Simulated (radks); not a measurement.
Results of a calculation; reference values are marked as such.
Isoelectronic series with 18 electrons, all held in the configuration [Ar], which need not be the ground one along the series. Level of theory: scalar-relativistic Kohn-Sham, PBEsol, spin-unpolarised, spherical densities, point nucleus (a radial shooting solver on a logarithmic mesh with Libxc functionals). Total energies (hartree) and orbital eigenvalues (Ry):

ion,E (hartree),3p,3s,2p,2s
Ar,-528.48401,-0.75213,-1.77874,-16.87954,-21.78873
K+,-601.12967,-1.82493,-3.03829,-21.02207,-26.38457
Ca2+,-678.80732,-3.15946,-4.56369,-25.71745,-31.54478
Sc3+,-761.51485,-4.74148,-6.33972,-30.94821,-37.25231
Ti4+,-849.25609,-6.56368,-8.35887,-36.70532,-43.49876
V5+,-942.03838,-8.62177,-10.61695,-42.98353,-50.27967
Mn7+,-1142.76702,-13.43573,-15.84088,-57.09163,-65.43719
Fe8+,-1250.73811,-16.18865,-18.80439,-64.91836,-73.81289
Co9+,-1363.79914,-19.17102,-22.00156,-73.25915,-82.72054
Ni10+,-1481.96569,-22.38234,-25.43230,-82.11375,-92.16131
Cu11+,-1605.25440,-25.82234,-29.09675,-91.48222,-102.1367
Zn12+,-1733.68294,-29.49086,-32.99522,-101.3648,-112.6487
Ga13+,-1867.26997,-33.38791,-37.12817,-111.7620,-123.6994
Ge14+,-2006.03511,-37.51355,-41.49620,-122.6743,-135.2913
As15+,-2149.99893,-41.86796,-46.10000,-134.1025,-147.4269

Estimate the row of Cr6+.

Answer. E (hartree) -1039.87149; 3p -10.91305; 3s -13.11145; 2p -49.77963; 2s -57.59279.
